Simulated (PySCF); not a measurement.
An equivalent PySCF input for Li (lithium, neutral), [He] 2s1, 2S determinant, with the spin-free X2C one-electron Hamiltonian (Gaussian nucleus):

```python
from pyscf import gto, scf, dft, mp, cc
import basis_set_exchange as bse
mol = gto.M(atom="Li 0 0 0", charge=0, spin=1, symmetry="D2h",
            basis=gto.basis.parse(bse.get_basis("ANO-RCC-VTZP", elements=["Li"], fmt="nwchem")),
            nucmod="G")
mf = dft.UKS(mol, xc="LDA,VWN").sfx2c1e()
mf.irrep_nelec = {'Ag': (2, 1)}
mf.kernel()
```

It reaches the same state as the run whose output follows, with an energy that differs only through the grid. The run itself started from symmetry-adapted Hartree-Fock orbitals and held the occupation by maximum overlap, on a logarithmic radial grid, so the iterations belong to that start.

```
SCF conv_tol = 1e-09
number electrons alpha = 2  beta = 1
XC functionals = LDA,VWN
    P. A. M. Dirac.,  Math. Proc. Cambridge Philos. Soc. 26, 376 (1930)
    F. Bloch.,  Z. Phys. 57, 545 (1929)
    S. H. Vosko, L. Wilk, and M. Nusair.,  Can. J. Phys. 58, 1200 (1980)
cycle= 1 E= -7.34352733915895  delta_E= -0.00199  |g|= 0.0191  |ddm|= 0.0444
cycle= 2 E= -7.34358986714101  delta_E= -6.25e-05  |g|= 0.00434  |ddm|= 0.0102
cycle= 3 E= -7.34359338596768  delta_E= -3.52e-06  |g|= 1.05e-05  |ddm|= 0.00191
cycle= 4 E= -7.34359338599479  delta_E= -2.71e-11  |g|= 2.73e-07  |ddm|= 9.85e-06
converged SCF energy = -7.34359338599479  <S^2> = 0.75000247  2S+1 = 2.0000025
```
